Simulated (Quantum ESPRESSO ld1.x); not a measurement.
Xe16+, 38 electrons, occupied as [Kr] 5s2 (not the ground configuration). Calculated with ld1.x of Quantum ESPRESSO 7.5: scalar-relativistic Kohn-Sham, exchange-only LDA, spin-unpolarised, spherical densities, point nucleus. Some entries of the table are withheld. Estimate them.

| orbital | occ. | eigenvalue (eV) | <1/r> (bohr^-1) |
|---|---|---|---|
| 1s | 2 | -34752.0 | 58.06 |
| 2s | 2 | -5763.36 | 13.33 |
| 2p | 6 | -5217.53 | (1) |
| 3s | 2 | -1492.45 | 4.818 |
| 3p | 6 | (2) | 4.585 |
| 3d | 10 | (3) | 4.354 |
| 4s | 2 | -553.668 | (4) |
| 4p | 6 | -492.655 | 2.000 |
| 5s | 2 | -278.066 | (5) |

Answer. 
(1) 2p <1/r> (bohr^-1): 12.73
(2) 3p eigenvalue (eV): -1316.16
(3) 3d eigenvalue (eV): -1056.68
(4) 4s <1/r> (bohr^-1): 2.124
(5) 5s <1/r> (bohr^-1): 1.130
